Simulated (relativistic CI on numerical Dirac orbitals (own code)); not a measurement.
## W¹⁰⁺: q coefficients and field-shift factors

These numbers are calculated, not measured: Dirac-Coulomb-Breit CI, separate exchange-only KLI orbitals for each configuration, derivatives by finite differences, unscaled Slater integrals, QED left out (own radial code, finite nucleus).

Configuration list (outside the closed core [Kr] 4d10): 4f14 5s2 5p2, 4f13 5s2 5p3, 4f14 5s 5p3, 4f14 5s2 5p 5d, 4f14 5s2 5d2, 4f14 5p4, 4f13 5p5. Double excitations out of closed p, d and f shells are left out; levels of such configurations are missing from the list, as are those of other unlisted configurations, and high levels can miss mixing partners.

With x = (α/α₀)² − 1 an excitation energy changes as ω = ω₀ + qx; K = 2q/ω₀ is the relative enhancement. Terms are leading LS components, so labels can repeat. The field-shift factor is F = δν/δ⟨r²⟩ for the transition from the lowest level.

Lowest level 4f14 5s2 5p2 3P_0.

| Level | ω₀ (cm⁻¹) | q (cm⁻¹) | F (GHz/fm²) |
| --- | --- | --- | --- |
| 4f13 5s2 5p3 3G_5 | 52259.7 | -88990 | 25 |
| 4f13 5s2 5p3 3D_2 | 54369.6 | -79040 | 23.3 |
| 4f13 5s2 5p3 3F_3 | 59152.8 | -87160 | 24.8 |
| 4f13 5s2 5p3 3F_4 | 64978.5 | -84070 | 24.4 |
| 4f13 5s2 5p3 3D_1 | 66759.3 | -69090 | 24.9 |
| 4f13 5s2 5p3 3G_4 | 76828.3 | -72840 | 25.8 |
| 4f13 5s2 5p3 3F_2 | 82000.1 | -70070 | 25.1 |
| 4f13 5s2 5p3 3F_3 | 84428.6 | -68820 | 25.3 |
| 4f14 5s2 5p2 3P_1 | 85227.8 | 113300 | -14.6 |
| 4f14 5s2 5p2 1D_2 | 100009.1 | 107300 | -13.1 |
| 4f13 5s2 5p3 5F_5 | 141426.8 | 33450 | 8.55 |
| 4f13 5s2 5p3 3F_4 | 146916.4 | 27920 | 9.45 |
| 4f13 5s2 5p3 3F_2 | 148912.3 | 38250 | 7.88 |
| 4f13 5s2 5p3 3F_3 | 150854.1 | 31930 | 8.78 |
| 4f13 5s2 5p3 5F_1 | 158286.0 | 49890 | 9.35 |
| 4f13 5s2 5p3 5F_2 | 159494.9 | 48800 | 9.06 |
| 4f13 5s2 5p3 1D_2 | 161342.2 | 72500 | 0.743 |
| 4f13 5s2 5p3 3G_3 | 161754.6 | 43850 | 9.13 |
| 4f13 5s2 5p3 3F_4 | 161890.2 | 37860 | 8.65 |
| 4f13 5s2 5p3 3G_5 | 162504.3 | 33480 | 8.91 |
| 4f13 5s2 5p3 3H_6 | 163540.7 | 34190 | 8.79 |
| 4f13 5s2 5p3 1P_1 | 165608.9 | 35450 | 8.65 |
| 4f13 5s2 5p3 3D_3 | 167383.1 | 40100 | 8.29 |

At this charge transitions that keep the count of f electrons are usually good to a few per cent. Levels and lines within the n = 5 or 6 shells can be off by up to 10 % or somewhat more, and those that change n by about 2 %, since core polarisation is missing. Levels that differ in their count of f electrons can be misplaced by several ten thousand cm⁻¹, since the correlation energy of f electrons is missing or only estimated; rates across such gaps can be off by orders of magnitude.

Question: Which transition from the lowest level has the largest |K|?

Answer: 4f13 5s2 5p3 3G_5 at 52259.7 cm⁻¹, K = -3.41.
